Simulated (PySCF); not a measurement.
Substituent chemical shifts

Parent skeleton `[SiH4:1]`; one hydrogen on atom 1 is replaced by X. Hydrogens on one atom are averaged.

PySCF calculation with shielding tensors at PBE0/pcSseg-1 (GIAO) and structure optimised with GFN2-xTB; non-relativistic, rapidly exchanging positions averaged, no solvent, one conformer.

δ = σ(ref) − σ, references computed at the same level: ²⁹Si (349.16 ppm), ¹H (31.72 ppm) against TMS.

Parent (X = H): Si1 -111.7, H(Si1) 3.43 ppm. Effects are Δδ = δ(X) − δ(H), positive for deshielding.

(1) Order these by the shift of H(Si1), most shielded first.
A. X = 2-thienyl
B. X = OCH3
C. X = COCF3
D. X = PH2
E. X = iPr
F. X = 4-pyridyl

(2) Order these by the shift of Si1, most shielded first.
A. X = NHCHO
B. X = OCH3
C. X = 2-thienyl
D. X = COCF3
E. X = CH2F
F. X = iPr

## Answers

(1) E (+0.29 ppm), D (+0.61 ppm), C (+0.86 ppm), F (+1.11 ppm), A (+1.24 ppm), B (+1.41 ppm).

(2) D (+30.0 ppm), C (+33.0 ppm), E (+35.5 ppm), A (+44.0 ppm), F (+52.3 ppm), B (+76.2 ppm).
